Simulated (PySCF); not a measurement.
## Two-component Hartree-Fock for Pt⁴³⁺ (platinum, charge +43)

Start: [Ar] 3d10 4s2 4p5; 4p1/2 filled at m_j = +1/2; 4p3/2 filled at m_j = -3/2, -1/2, +1/2, +3/2. Calculated with PySCF 2.14 in an uncontracted even-tempered set (16 s from 5.5 bohr⁻², ratio 2.8; 14 p from 7.2 bohr⁻², ratio 2.8; 8 d from 13 bohr⁻², ratio 2.8; 4 f from 34 bohr⁻², ratio 3): generalised Hartree-Fock with the X2C-1e Hamiltonian and a Gaussian nucleus; one run each with spin-orbit coupling (SO) screened by Boettger's factors, then bare. This is a chosen level, not necessarily the ground level.

```
spinor shell  electrons  ε, screened SO (eV)  ε, bare SO (eV)  weight of nominal j (bare SO)  rms radius, bare SO (bohr)
       1s1/2          2             -80901.0         -80899.3                          1.000                      0.0194
       2s1/2          2             -16077.5         -16077.0                          1.000                      0.0781
       2p1/2          2             -15475.9         -15515.8                          1.000                      0.0660
       2p3/2          4             -13740.4         -13728.1                          1.000                      0.0741
       3s1/2          2              -5357.2          -5357.1                          1.000                       0.197
       3p1/2          2              -5091.1          -5100.1                          1.000                       0.188
       3p3/2          4              -4691.5          -4688.7                          1.000                       0.204
       3d3/2          4              -4265.4          -4273.3                          1.000                       0.177
       4s1/2          2              -2463.5          -2463.5                          1.000                       0.415
       4p1/2          1              -2355.8          -2358.7                          1.000                       0.408
       4p3/2          4              -2225.1          -2224.2                          1.000                       0.431
```

Where does 3d5/2 lie, and what is the 3d spin-orbit splitting (bare SO)?

At -4174.8 eV, 98.477 eV above 3d3/2.

```tsv
quantity	screened SO	bare SO
E (hartree)	-17200.85938	-17202.43599
M_J	1/2	1/2
⟨J²⟩	0.751	0.751
⟨L²⟩	2.083	2.088
⟨S²⟩	0.831	0.836
```

Each row is a mean over spinors that exchange with the open shell spreads, by up to 7.481 eV (3p1/2).

Breit and QED terms are absent; they matter most for the inner s and p1/2 levels.

Densities and radii are taken from the X2C orbitals without a picture-change correction, which distorts them close to the nucleus.
